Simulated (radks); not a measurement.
Zr0.25-, 40.25 electrons, occupied as [Kr] 4d1.25 5s2 5p1 (fractional occupations, a model configuration). Calculated with a radial shooting solver on a logarithmic mesh with Libxc functionals: Dirac Kohn-Sham, PBEsol, spin-unpolarised, spherical densities, point nucleus; open shells are shared between the two j in proportion to 2j + 1.

X-ray form factor f0, the Fourier transform of the density (f0(0) = 40.25):

| sin(theta)/lambda (1/angstrom) | f0 (electrons) |
|---|---|
| 0.05 | 38.874 |
| 0.1 | 36.151 |
| 0.15 | 33.540 |
| 0.2 | 31.245 |
| 0.25 | 29.130 |
| 0.3 | 27.146 |
| 0.4 | 23.668 |
| 0.5 | 20.904 |
| 0.6 | 18.669 |
| 0.8 | 14.971 |
| 1 | 11.886 |
| 1.25 | 9.030 |
| 1.5 | 7.260 |
| 2 | 5.564 |
